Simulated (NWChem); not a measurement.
## Ionisation of C$_{3}$H$_{8}$N

```
C
H 1 1.1042
H 1 1.1116 2 105.91
N 1 1.4512 2 107.54 3 -119.68
H 4 1.0171 1 113.46 2 -170.78
C 4 1.3873 5 114.52 1 143.50
H 6 1.0928 4 116.54 5 33.97
H 6 1.0942 7 118.20 4 -146.31
C 1 1.5246 2 109.84 3 118.60
H 9 1.1011 1 110.83 2 -59.91
H 9 1.1013 10 108.53 1 -122.11
H 9 1.1037 10 107.32 11 -116.30
```
Charge 0, spin multiplicity 2.

Everything below was run with NWChem. All single points use one geometry, from UB3LYP/def2-SVP, a minimum by its harmonic frequencies. It is one conformer; others weren't searched.

Basis set: def2-TZVP. −ε marks an orbital energy of the parent.

B3LYP has NWChem's definition, with VWN1-RPA local correlation. The structure started from a generated list of species. No SCF solution was tested for a lower state.

One of these methods gave a first vertical ionisation energy of 2.93 eV. Which?
A) G0W0@PBE0
B) −ε(alpha HOMO) of LDA (SVWN5)
C) G0W0@PBE
D) −ε(alpha HOMO) of B3LYP

B, −ε(alpha HOMO) of LDA (SVWN5). The others give 3.98 (−ε(alpha HOMO) of B3LYP), 5.76 (G0W0@PBE), 6.21 (G0W0@PBE0).
